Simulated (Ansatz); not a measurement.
Reaction (ligand exchange at a B–C bond): `COB(C)S` + H₂S → `COB(S)S` + CH₄

Calculated with Ansatz (gas phase, PBE0-D4/def2-TZVP geometries, no zero-point term in ΔE). CCSD(T)/CBS is the MP2 limit (def2-TZVPP, def2-QZVPP) plus CCSD(T) − MP2 in def2-TZVPP, frozen cores. This one scheme is used for every species. Functionals use def2-TZVPP. B3LYP here is the variant with VWN-RPA as its local correlation; programs differ in this. Each species was taken in one conformer, which may not be the lowest.

| level | ΔE (kJ/mol) | difference from CCSD(T)/CBS |
| --- | --- | --- |
| r2SCAN-D4 | -63.6 | -5.1 |
| ωB97X-V | -58.3 | 0.2 |
| PBE | -61.9 | -3.4 |
| r2SCAN | -63.5 | -5.0 |
| B3LYP | -58.8 | -0.3 |
| MP2/def2-TZVPP | -63.8 | -5.3 |
| CCSD/def2-TZVPP | -55.6 | 2.9 |
| HF/def2-QZVPP | -54.4 | 4.1 |
| SCS-MP2/def2-QZVPP | -61.1 | -2.6 |
| CCSD/CBS(def2) | -56.1 | 2.4 |
| CCSD(T)/CBS | -58.5 | 0 |

Largest T1 diagnostic among the species: 0.013.
